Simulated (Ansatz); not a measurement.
**Abstraction of F: C3H5F3 + C2HF4O → C3H5F2 + C2HF5O**

Species: C3H5F3 (1,2,2-trifluoropropane) `CC(F)(F)CF`, singlet; C2HF4O `F[C](F)OC(F)F`, doublet; C3H5F2 `C[C](F)CF`, doublet; C2HF5O ((difluoromethoxy)(trifluoro)methane) `FC(F)OC(F)(F)F`, singlet. A radical takes F: the energy is the difference in strength between two C–F bonds in different surroundings.

Shapes, held fixed at every level: PBE0-D4/def2-TZVP. Flexible molecules stand in one conformer, not always the lowest. Programs: Ansatz 0.2.0. Electronic energies: no zero-point or thermal term.

```tsv
level	kind	ΔE (kJ/mol)	less CCSD(T)/CBS estimate
MP2/def2-TZVPP	perturbation theory	-29.5	+2.4
HF/def2-TZVPP	Hartree–Fock	-30.9	+1.0
B3LYP-D4/def2-TZVPP	global hybrid	-33.7	-1.8
PBE0-D4/def2-TZVPP	global hybrid	-36.5	-4.6
wB97X-V/def2-TZVPP	range-separated hybrid	-34.1	-2.2
B2PLYP/def2-TZVPP	double hybrid	-32.1	-0.2
CCSD/def2-TZVPP	coupled cluster or CI	-33.4	-1.5
CCSD(T)/CBS estimate	coupled cluster or CI	-31.9	0.0
```

The highest level, CCSD(T)/CBS estimate, gives ΔE = -31.9 kJ/mol; the levels span -36.5 to -29.5. The column of differences is taken from that level and isn't an error. No measured value is set beside it here. Open shells run unrestricted. The CBS estimate extrapolates MP2 from def2-TZVPP and def2-QZVPP and adds CCSD(T) − MP2 in the triple-zeta set, cores frozen.
